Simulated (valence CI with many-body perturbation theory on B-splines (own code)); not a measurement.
## E1 transitions of Rh XLI

Calculated by relativistic CI+MBPT: three valence electrons over a frozen Dirac-Fock core [He], radial functions for each j: 11 s, 11 p, 10 d, 8 f, 5 g, 2 h, with the one-electron correlation potential Σ1 (screened to all orders), the two-electron term Σ2, the three-electron term Σ3, Breit, model QED; selected single and double excitations, second order for the rest, scaled by the run's own slope (own B-spline code, finite nucleus).

No measured spectrum was set against this ion. As an estimate, large intervals hold to a few tenths of a per cent, small ones and those within an open d or f shell to about a per cent.

Lines 51 to 100 of 532 in falling wavelength, among levels below 5014.7 eV, chosen from the strongest by gf and those to the six lowest levels. Wavelengths and rates use the calculated energies. Electric multipoles are in the length gauge, E1 and E2 with the static RPA response of the core. Weak lines are less certain than strong ones. Lines between different terms over intervals too small for the method are left out, as are lines whose strength nearly cancels. The highest levels of a list are the least certain.

Levels are named by their leading jj configuration (3d3/2^4 stands for four electrons in 3d with j = 3/2), which in mixed levels can hold well under half, so a name can repeat and another be missing. Letters in brackets count levels of one name in rising energy.

```
λ vac (Å)                          Upper                          Lower   A (s⁻¹)  S (a.u.) with core polarisation  S without
    277.6      (2p1/2 2p3/2 3d5/2) J=9/2      (2p1/2 2p3/2 3p3/2) J=7/2  2.47e+09                         2.61e-01   2.61e-01
    273.0          (2p3/2^2 3d5/2) J=9/2          (2p3/2^2 3p3/2) J=7/2  2.44e+09                         2.45e-01   2.45e-01
    269.3         (2s 2p1/2 3d5/2) J=7/2         (2s 2p1/2 3p3/2) J=5/2  2.34e+09                         1.80e-01   1.80e-01
    266.6          (2p1/2^2 3d5/2) J=5/2          (2p1/2^2 3p3/2) J=3/2  2.43e+09                         1.36e-01   1.36e-01
    265.3  (2p1/2 2p3/2 3d5/2) J=7/2 [a]  (2p1/2 2p3/2 3p3/2) J=5/2 [a]  1.45e+09                         1.07e-01   1.07e-01
    263.6  (2p1/2 2p3/2 3d5/2) J=7/2 [b]  (2p1/2 2p3/2 3p3/2) J=5/2 [b]  2.41e+09                         1.74e-01   1.74e-01
    262.9      (2p3/2^2 3d5/2) J=5/2 [b]      (2p3/2^2 3p3/2) J=3/2 [b]  2.66e+09                         1.43e-01   1.43e-01
    246.1     (2s 2p3/2 3d5/2) J=7/2 [b]     (2s 2p3/2 3p3/2) J=5/2 [b]  2.58e+09                         1.52e-01   1.52e-01
    229.6     (2s 2p3/2 3d5/2) J=7/2 [a]     (2s 2p3/2 3p3/2) J=5/2 [a]  2.83e+09                         1.35e-01   1.35e-01
    227.8             (2s^2 3d5/2) J=5/2             (2s^2 3p3/2) J=3/2  2.89e+09                         1.01e-01   1.01e-01
    227.1     (2s 2p1/2 3d5/2) J=5/2 [b]     (2s 2p1/2 3p3/2) J=3/2 [b]  2.82e+09                         9.80e-02   9.80e-02
    169.0          (2p3/2^2 3p3/2) J=5/2             (2p3/2^2 3s) J=3/2  6.11e+09                         8.73e-02   8.73e-02
    166.2      (2p1/2 2p3/2 3d3/2) J=7/2      (2p1/2 2p3/2 3p1/2) J=5/2  5.27e+09                         9.56e-02   9.56e-02
    166.1     (2s 2p3/2 3p3/2) J=3/2 [a]        (2s 2p3/2 3s) J=3/2 [a]  7.44e+09                         6.73e-02   6.73e-02
    160.7      (2p1/2 2p3/2 3p3/2) J=7/2         (2p1/2 2p3/2 3s) J=5/2  1.67e+10                         2.73e-01   2.73e-01
    159.6         (2s 2p3/2 3d3/2) J=7/2         (2s 2p3/2 3p1/2) J=5/2  6.89e+09                         1.11e-01   1.11e-01
    159.0  (2p1/2 2p3/2 3d5/2) J=7/2 [a]      (2p1/2 2p3/2 3p1/2) J=5/2  4.26e+09                         6.76e-02   6.77e-02
    157.7      (2p3/2^2 3d3/2) J=3/2 [a]          (2p3/2^2 3p1/2) J=3/2  7.95e+09                         6.15e-02   6.15e-02
    157.4          (2p3/2^2 3p3/2) J=5/2             (2p3/2^2 3s) J=5/2  6.79e+09                         7.83e-02   7.84e-02
    157.3         (2s 2p1/2 3d3/2) J=5/2         (2s 2p1/2 3p1/2) J=3/2  7.67e+09                         8.84e-02   8.84e-02
    156.3      (2p1/2 2p3/2 3d3/2) J=5/2  (2p1/2 2p3/2 3p1/2) J=3/2 [a]  5.69e+09                         6.44e-02   6.43e-02
    156.2          (2p3/2^2 3p3/2) J=7/2             (2p3/2^2 3s) J=5/2  1.53e+10                         2.31e-01   2.31e-01
    155.4          (2p1/2^2 3d3/2) J=3/2          (2p1/2^2 3p1/2) J=1/2  1.13e+10                         8.36e-02   8.36e-02
    155.3      (2p3/2^2 3d3/2) J=3/2 [b]          (2p3/2^2 3p1/2) J=1/2  9.78e+09                         7.24e-02   7.24e-02
    155.0          (2p3/2^2 3d3/2) J=7/2          (2p3/2^2 3p1/2) J=5/2  9.05e+09                         1.33e-01   1.33e-01
    153.2     (2s 2p3/2 3p3/2) J=5/2 [b]        (2s 2p3/2 3s) J=3/2 [b]  8.39e+09                         8.93e-02   8.93e-02
    152.7     (2s 2p1/2 3d3/2) J=3/2 [a]     (2s 2p1/2 3p1/2) J=1/2 [a]  9.86e+09                         6.93e-02   6.93e-02
    152.1     (2s 2p1/2 3p3/2) J=3/2 [b]        (2s 2p1/2 3s) J=1/2 [b]  8.99e+09                         6.25e-02   6.25e-02
    146.4  (2p1/2 2p3/2 3p3/2) J=5/2 [a]     (2p1/2 2p3/2 3s) J=3/2 [a]  1.30e+10                         1.21e-01   1.21e-01
    145.3          (2p1/2^2 3p3/2) J=3/2             (2p1/2^2 3s) J=1/2  2.16e+10                         1.31e-01   1.31e-01
    144.5      (2p3/2^2 3p3/2) J=3/2 [b]             (2p3/2^2 3s) J=1/2  1.92e+10                         1.14e-01   1.14e-01
    143.7     (2s 2p3/2 3p3/2) J=5/2 [a]        (2s 2p3/2 3s) J=3/2 [a]  9.33e+09                         8.20e-02   8.20e-02
    143.3         (2s 2p3/2 3p3/2) J=7/2            (2s 2p3/2 3s) J=5/2  1.44e+10                         1.67e-01   1.67e-01
    142.5  (2p1/2 2p3/2 3p3/2) J=5/2 [b]     (2p1/2 2p3/2 3s) J=3/2 [b]  1.48e+10                         1.27e-01   1.27e-01
    141.7             (2s^2 3p3/2) J=3/2                (2s^2 3s) J=1/2  1.17e+10                         6.55e-02   6.55e-02
    140.1         (2s 2p1/2 3p3/2) J=5/2            (2s 2p1/2 3s) J=3/2  2.05e+10                         1.67e-01   1.67e-01
    134.9  (2p1/2 2p3/2 3p3/2) J=5/2 [b]         (2p1/2 2p3/2 3s) J=5/2  8.11e+09                         5.89e-02   5.90e-02
    134.9      (2p1/2 2p3/2 3p1/2) J=5/2     (2s 2p3/2 3p1/2) J=3/2 [b]  9.14e+09                         6.64e-02   6.65e-02
    134.0     (2s 2p1/2 3p3/2) J=3/2 [a]        (2s 2p1/2 3s) J=1/2 [a]  2.15e+10                         1.02e-01   1.02e-01
    128.1  (2p1/2 2p3/2 3p3/2) J=3/2 [b]     (2s 2p3/2 3p3/2) J=3/2 [b]  1.41e+10                         5.84e-02   5.84e-02
    121.9     (2s 2p3/2 3p3/2) J=5/2 [a]            (2s 2p3/2 3s) J=5/2  9.49e+09                         5.09e-02   5.09e-02
    120.2         (2p1/2 2p3/2 3s) J=5/2        (2s 2p3/2 3s) J=3/2 [b]  1.30e+10                         6.67e-02   6.68e-02
    120.2      (2p3/2^2 3p3/2) J=3/2 [a]             (2p3/2^2 3s) J=3/2  3.00e+10                         1.03e-01   1.03e-01
    116.5            (2s 2p1/2 3s) J=3/2                (2s^2 3s) J=1/2  1.43e+10                         4.47e-02   4.48e-02
    109.6         (2s 2p1/2 2p3/2) J=5/2             (2s^2 2p3/2) J=3/2  2.45e+09                         9.53e-03   9.56e-03
    90.46          (2p1/2^2 2p3/2) J=3/2     (2s 2p1/2 2p3/2) J=3/2 [b]  5.70e+09                         8.34e-03   8.36e-03
    89.40          (2p1/2^2 4f7/2) J=7/2         (2s 2p1/2 4f7/2) J=9/2  1.27e+10                         3.59e-02   3.60e-02
    69.54          (2p1/2^2 2p3/2) J=3/2         (2s 2p1/2 2p3/2) J=5/2  3.38e+10                         2.25e-02   2.25e-02
    60.81          (2p1/2^2 2p3/2) J=3/2     (2s 2p1/2 2p3/2) J=3/2 [a]  1.36e+10                         6.02e-03   6.03e-03
    49.21          (2p3/2^2 3d5/2) J=9/2     (2s 2p3/2 3d5/2) J=7/2 [b]  6.79e+10                         4.00e-02   4.01e-02
```
